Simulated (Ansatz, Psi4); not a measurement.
Conformational energy of H9NSi3, SMILES [SiH3]N([SiH3])[SiH3]. Scanned: dihedral H5–Si1–N2–Si3; all other coordinates were relaxed at B3LYP-D3(BJ)/def2-SVP. Heavy atoms are numbered in the order of the SMILES [SiH3]N([SiH3])[SiH3], hydrogens after them in the order of the atoms that carry them; the mirror image has the same energies with the sign of each dihedral reversed.

Computed with: PBE/def2-TZVP // B3LYP-D3(BJ)/def2-SVP (Psi4); PBE-D3(BJ)/def2-TZVP // B3LYP-D3(BJ)/def2-SVP (Psi4); B3LYP-D3(BJ)/def2-TZVP // B3LYP-D3(BJ)/def2-SVP (Psi4); CCSD(T)/cc-pVTZ = CCSD(T) on RHF/cc-pVTZ, frozen core // B3LYP-D3(BJ)/def2-SVP (Ansatz, a program for electronic structure).

Energies relative to the lowest point of each profile, in kJ/mol; the last columns give the difference from CCSD(T):

```json
[
 {"φ / °": "0", "PBE/def2-TZVP": "0.03", "PBE-D3(BJ)/def2-TZVP": "0.03", "B3LYP-D3(BJ)/def2-TZVP": "0.03", "CCSD(T)/cc-pVTZ": "0.00", "PBE/def2-TZVP − CCSD(T)/cc-pVTZ": "0.03", "PBE-D3(BJ)/def2-TZVP − CCSD(T)/cc-pVTZ": "0.03", "B3LYP-D3(BJ)/def2-TZVP − CCSD(T)/cc-pVTZ": "0.02"},
 {"φ / °": "15", "PBE/def2-TZVP": "0.41", "PBE-D3(BJ)/def2-TZVP": "0.41", "B3LYP-D3(BJ)/def2-TZVP": "0.48", "CCSD(T)/cc-pVTZ": "0.43", "PBE/def2-TZVP − CCSD(T)/cc-pVTZ": "-0.02", "PBE-D3(BJ)/def2-TZVP − CCSD(T)/cc-pVTZ": "-0.02", "B3LYP-D3(BJ)/def2-TZVP − CCSD(T)/cc-pVTZ": "0.05"},
 {"φ / °": "30", "PBE/def2-TZVP": "3.03", "PBE-D3(BJ)/def2-TZVP": "3.05", "B3LYP-D3(BJ)/def2-TZVP": "4.27", "CCSD(T)/cc-pVTZ": "4.13", "PBE/def2-TZVP − CCSD(T)/cc-pVTZ": "-1.11", "PBE-D3(BJ)/def2-TZVP − CCSD(T)/cc-pVTZ": "-1.08", "B3LYP-D3(BJ)/def2-TZVP − CCSD(T)/cc-pVTZ": "0.14"},
 {"φ / °": "45", "PBE/def2-TZVP": "0.52", "PBE-D3(BJ)/def2-TZVP": "0.52", "B3LYP-D3(BJ)/def2-TZVP": "0.61", "CCSD(T)/cc-pVTZ": "0.57", "PBE/def2-TZVP − CCSD(T)/cc-pVTZ": "-0.05", "PBE-D3(BJ)/def2-TZVP − CCSD(T)/cc-pVTZ": "-0.05", "B3LYP-D3(BJ)/def2-TZVP − CCSD(T)/cc-pVTZ": "0.04"},
 {"φ / °": "60", "PBE/def2-TZVP": "0.00", "PBE-D3(BJ)/def2-TZVP": "0.00", "B3LYP-D3(BJ)/def2-TZVP": "0.00", "CCSD(T)/cc-pVTZ": "0.00", "PBE/def2-TZVP − CCSD(T)/cc-pVTZ": "0.00", "PBE-D3(BJ)/def2-TZVP − CCSD(T)/cc-pVTZ": "0.00", "B3LYP-D3(BJ)/def2-TZVP − CCSD(T)/cc-pVTZ": "0.00"},
 {"φ / °": "75", "PBE/def2-TZVP": "0.40", "PBE-D3(BJ)/def2-TZVP": "0.40", "B3LYP-D3(BJ)/def2-TZVP": "0.46", "CCSD(T)/cc-pVTZ": "0.46", "PBE/def2-TZVP − CCSD(T)/cc-pVTZ": "-0.06", "PBE-D3(BJ)/def2-TZVP − CCSD(T)/cc-pVTZ": "-0.06", "B3LYP-D3(BJ)/def2-TZVP − CCSD(T)/cc-pVTZ": "0.00"},
 {"φ / °": "90", "PBE/def2-TZVP": "3.06", "PBE-D3(BJ)/def2-TZVP": "3.08", "B3LYP-D3(BJ)/def2-TZVP": "4.29", "CCSD(T)/cc-pVTZ": "4.16", "PBE/def2-TZVP − CCSD(T)/cc-pVTZ": "-1.10", "PBE-D3(BJ)/def2-TZVP − CCSD(T)/cc-pVTZ": "-1.07", "B3LYP-D3(BJ)/def2-TZVP − CCSD(T)/cc-pVTZ": "0.14"},
 {"φ / °": "105", "PBE/def2-TZVP": "0.34", "PBE-D3(BJ)/def2-TZVP": "0.35", "B3LYP-D3(BJ)/def2-TZVP": "0.43", "CCSD(T)/cc-pVTZ": "0.41", "PBE/def2-TZVP − CCSD(T)/cc-pVTZ": "-0.06", "PBE-D3(BJ)/def2-TZVP − CCSD(T)/cc-pVTZ": "-0.06", "B3LYP-D3(BJ)/def2-TZVP − CCSD(T)/cc-pVTZ": "0.02"}
]
```

PBE/def2-TZVP is furthest from CCSD(T)/cc-pVTZ at 30 (-1.11 kJ/mol, below); its mean absolute difference over the points is 0.30 kJ/mol.

PBE-D3(BJ)/def2-TZVP is furthest from CCSD(T)/cc-pVTZ at 30 (-1.08 kJ/mol, below); its mean absolute difference over the points is 0.30 kJ/mol.

B3LYP-D3(BJ)/def2-TZVP is furthest from CCSD(T)/cc-pVTZ at 30 (0.14 kJ/mol, above); its mean absolute difference over the points is 0.05 kJ/mol.
